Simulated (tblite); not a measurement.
C3H3F5GeO.
Bonds: C1–C2 (double), C2–O3, O3–C4, C4–F5, C4–F6, C4–F7, C2–Ge8, Ge8–F9, Ge8–F10. Hydrogens: H11, H12 on C1; H13 on Ge8.

Computed with GFN2-xTB (tblite), gas phase: L-BFGS steps from a force-field or distance-geometry start until the largest atomic force falls under 0.01 eV/Å.

Step 73: E = -1025.6052 eV
```
atom  x, y, z in Å  |  force x, y, z in eV/Å
C1      0.4226    1.6765   -0.9961    0.002   0.047   0.012
C2      0.0757    0.7036   -0.1738   -0.006  -0.041  -0.015
O3     -1.1585    0.7635    0.4915    0.023  -0.081  -0.025
C4     -1.7393   -0.3904    0.7245    0.050  -0.041   0.013
F5     -2.8932   -0.2152    1.3408    0.015   0.027  -0.057
F6     -0.9944   -1.2028    1.5290   -0.027   0.025  -0.012
F7     -1.9629   -1.1179   -0.3772    0.046   0.028   0.061
Ge8     1.3467   -0.8006    0.1488    0.096   0.019  -0.079
F9      1.2292   -1.8856   -1.2049   -0.044   0.063   0.074
F10     2.8827   -0.0400   -0.1886   -0.106  -0.033  -0.004
H11    -0.2224    2.5121   -1.2141    0.003  -0.021   0.025
H12     1.3992    1.6429   -1.4506   -0.012   0.039  -0.032
H13     1.6104   -1.6454    1.3529   -0.041  -0.032   0.039
```

Step 74: E = -1025.6084 eV
```
atom  x, y, z in Å  |  force x, y, z in eV/Å
C1      0.4275    1.6824   -0.9973    0.017   0.074   0.038
C2      0.0689    0.7120   -0.1765    0.014  -0.046  -0.075
O3     -1.1771    0.7696    0.4664    0.012  -0.138   0.001
C4     -1.7299   -0.3911    0.7322    0.044  -0.064   0.060
F5     -2.9007   -0.2345    1.3224    0.044   0.053  -0.123
F6     -0.9792   -1.1496    1.5871   -0.054   0.050  -0.096
F7     -1.9056   -1.1653   -0.3487    0.054   0.050   0.150
Ge8     1.3297   -0.8043    0.1352    0.038  -0.006  -0.081
F9      1.2156   -1.8715   -1.2357   -0.038   0.087   0.089
F10     2.8697   -0.0496   -0.1722   -0.060  -0.006  -0.025
H11    -0.2124    2.5210   -1.2205    0.011  -0.029   0.022
H12     1.4129    1.6508   -1.4356   -0.053   0.030  -0.022
H13     1.5763   -1.6693    1.3254   -0.027  -0.055   0.062
```

**Question.** Estimate the geometry and energy of step 75. (The exact step hangs on the optimiser's Hessian estimate; all steps are aligned on step 74, rigid shifts and turns removed.)

**Answer.** E = -1025.6113 eV, largest force 0.172 eV/Å
```
atom  x, y, z in Å  |  force x, y, z in eV/Å
C1      0.4285    1.6870   -1.0007    0.031   0.080   0.064
C2      0.0682    0.7188   -0.1774    0.030  -0.057  -0.115
O3     -1.1827    0.7714    0.4555    0.010  -0.056   0.018
C4     -1.7172   -0.3928    0.7367    0.012  -0.043   0.089
F5     -2.8982   -0.2543    1.3103    0.006   0.097  -0.142
F6     -0.9675   -1.1186    1.6164   -0.001  -0.006  -0.058
F7     -1.8607   -1.1857   -0.3331    0.033  -0.026   0.099
Ge8     1.3195   -0.8055    0.1277   -0.046  -0.037  -0.026
F9      1.1982   -1.8602   -1.2503   -0.025   0.076   0.068
F10     2.8604   -0.0620   -0.1581    0.026   0.031  -0.052
H11    -0.2105    2.5252   -1.2255   -0.003  -0.016   0.016
H12     1.4168    1.6597   -1.4336   -0.068   0.015  -0.014
H13     1.5410   -1.6824    1.3141   -0.007  -0.058   0.053
```

The energy changes by -0.0029 eV. The first-order estimate −F·Δx gives -0.0046 eV and the mean of the old and new forces, exact on a quadratic surface, -0.0030 eV. The step makes an angle of 83° with the force vector and moves no atom by more than 0.052 Å.

The cost below is that of the whole relaxation. The run took 1.3 s wall on Arm Neoverse N1, one thread, no GPU (shared host).
